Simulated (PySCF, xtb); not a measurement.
SiHClBr₂, SMILES Br[SiH](Br)Cl.

Harmonic wavenumbers (cm⁻¹) from xtb with GFN2-xTB at its own minimum, in rising order: 98, 117, 169, 369, 462, 543, 640, 669, 2399.

Problem. What does B3LYP-D3(BJ)/def2-SVP run with PySCF give at its own minimum? (The exact figures need the calculation; the answer reports its results.)

Solution. 114, 137, 196, 383, 477, 572, 777, 797, 2294. Paired by order, the mean absolute difference is 55 cm⁻¹ and the zero-point energies are 7.8 and 8.2 kcal/mol.
